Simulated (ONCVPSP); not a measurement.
# How hard is this Pt ONCV potential?

```
Element                 : platinum
Generator               : ONCVPSP 4.0.1
Type                    : optimised norm-conserving Vanderbilt (ONCV)
Functional              : LDA (Perdew-Wang 92)
Relativity              : fully relativistic
Frozen core             : [Kr] 4d10 4f14
Valence charge          : 18
Reference configuration : 5s2 5p6 5d7 (charge +3)
Partial waves           : 5s: rc 1.60 bohr, ncon 3, nbas 6, qcut 8.8 1/bohr, 2 projectors, debl 1.8 Ha; 5p: rc 1.35 bohr, ncon 4, nbas 9, qcut 8.2 1/bohr, 1 projector; 5d: rc 1.75 bohr, ncon 4, nbas 9, qcut 8.4 1/bohr, 2 projectors, debl 1.7 Ha
Local potential         : polynomial inside 0.90 bohr (lpopt 3, dvloc0 0 Ha)
Core correction         : none
```

Open shells are filled in proportion to 2j + 1.

In the s channel the program set the typed energies aside and used -5.040, 0.050 Ha.

For each optimised wave give the share of its norm inside rc, the residual kinetic energy above qcut (Ha) and the cutoffs (Ha) for errors of 10, 1, 0.1 and 0.01 mHa per electron.

```
               wave  norm inside rc  residual KE  10 mHa  1 mHa  0.1 mHa  0.01 mHa
                 5s           0.968      4.2e-07    20.4   26.1     30.6      34.0
      s projector 2           0.034      1.5e-07    14.1   22.3     28.3      32.4
           5p j=3/2           0.759      1.6e-04    21.5   28.7     43.7     143.3
           5p j=1/2           0.839      1.5e-04    13.7   27.7     42.3     144.0
           5d j=5/2           0.712      9.2e-09    15.3   20.1     24.3      27.8
d projector 2 j=5/2           0.050      3.5e-08    12.7   17.6     21.9      25.5
           5d j=3/2           0.740      4.4e-08    16.3   21.3     25.5      29.0
d projector 2 j=3/2           0.049      2.8e-08    13.3   18.6     23.1      26.9
```

The occupied waves need 29 Ha and 44 Ha for 1 and 0.1 mHa. Note: no bound ghost flagged; GHOST(+) flagged for s at 64.3 eV.
